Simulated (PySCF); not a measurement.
Method: PBE-D3(BJ)/def2-TZVP // PBE0-D4/def2-TZVP (PySCF 2.14.0). All species are isolated molecules in the gas phase. 

Reference species (SMILES): `F[B]F` (neutral, multiplicity 2).

* **dipole moment**: 0.14 D

Changed species: `F[B]Br` (radical fragment; the reference has radical fragment).

### Question
What does the change do to the dipole moment?

### Answer
the dipole moment hardly moves.
